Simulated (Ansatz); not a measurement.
# One elementary step

Start structure (GaH5Se, closed shell), relaxed at PBE0-D4/def2-TZVP:

```
atom    x (Å)    y (Å)    z (Å)
 Ga1  -0.8942  -0.2113  -0.7425
  H2   0.1653   0.1328  -1.8550
  H3  -1.2132  -1.7214  -0.4287
  H4  -1.9279   0.8925  -0.3019
  H5   1.8640  -0.6194   0.9014
 Se6   0.7084   0.1234   1.4206
  H7   1.2976   1.4032   1.0062
```

The step: GaH₃ + H₂Se → GaH₃Se ([GaH2][SeH]) + H₂; bonds formed: H2–H5; dative contacts that become bonds: Ga1–Se6; bonds broken: Ga1–H2, H5–Se6. Program: Ansatz 0.2.0. Basis: def2-TZVPP and def2-QZVPP. Cores are frozen in the correlated methods. Filled d shells of the heavier atoms are correlated. The def2 sets are not built for correlating such inner shells, so the correlated values are less sure here. Extrapolation: Hartree–Fock as exp(−7.88 √X), correlation as X^−2.97. Energies below are by CCSD(T) at an estimated basis limit (MP2 extrapolated from triple and quadruple zeta, plus CCSD(T) − MP2 in triple zeta).

Problem. What are the electronic barrier and the energy of the step, from the start structure to the end structure? (To be estimated.)

Solution. Computed: Barrier 15.51 kcal/mol; step energy -14.00 kcal/mol (downhill); reverse barrier, their difference, 29.51 kcal/mol. Barrier and step energy count from the start structure, the reverse barrier from the end structure.

The saddle point: One imaginary mode of 989i cm⁻¹.
```
   pair  start (Å)  saddle (Å)  end (Å)
Ga1–Se6       2.71        2.63     2.33
  H2–H5       3.32        1.17     0.75
 Ga1–H2       1.57        1.70     2.80
 H5–Se6       1.47        1.72     3.55
```

Zero-point energy (harmonic, PBE0-D4): ZPE is 22.58 kcal/mol at the start and 21.50 kcal/mol at the saddle, so the barrier goes from 15.51 to 14.43 kcal/mol.

T1 diagnostic: at most 0.012.

Exchanges of this kind with a chalcogen hydride build sulfide and selenide films.

Labels in which every atom is bracketed show which atoms are joined, not bond orders.

For scale, one of the runs: CCSD(T)/def2-TZVPP, 166 basis functions, launched by `ansatz run in.yaml --threads 2 --pin off --events-out ev --progress --plain --max-ram 4352MiB`. Hardware: 2 CPU threads of an Arm Neoverse V2, shared host. Wall time 43 s; peak host memory 1.3 GiB.
